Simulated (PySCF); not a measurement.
Worked example: entropy of an ideal gas

Be(H)(SH) (BeH2S), SMILES [BeH][SH].

The structure is a stationary point at ωB97X-D3(BJ)/def2-TZVPD.

ωB97X-D3(BJ)/def2-TZVPD run with PySCF gives the harmonic wavenumbers 442, 538, 659, 761, 2171, 2735 cm⁻¹ and the rotational temperatures 13.7992, 0.7221, 0.6862 K. The molar mass is 43.09 g/mol, the symmetry number 1, the spin multiplicity 1.

Q: Work out the entropy at 298.15 K and 1 atm in the rigid-rotor, harmonic-oscillator model.

A: 
Translation (Sackur–Tetrode at 1 atm): S = R[1.5 ln M + 2.5 ln T − 1.16487] = 155.7 J/(mol K).
Rotation: q = (√π/σ) T^1.5/√(θA θB θC) = 3490, S = R[ln q + 3/2] = 80.3 J/(mol K).
Vibration: with u = 1.4388 ν/T, each mode gives R[u/(e^u − 1) − ln(1 − e^−u)]:
```
ν (cm⁻¹)  modes     u  S (J/(mol K))
--------  -----  ----  -------------
442           1  2.13           3.43
538           1  2.60           2.38
659           1  3.18           1.50
761           1  3.67           1.01
```
The stiffer modes add less than 0.005 each. Sum 8.3 J/(mol K).
Spin: R ln 1 = 0.0 J/(mol K).
Total 244.3 J/(mol K); the program's own thermochemistry gives 244.3. Translation makes up 64 % and vibration 3 %. Anharmonicity, hindered rotation and orbital degeneracy are left out.
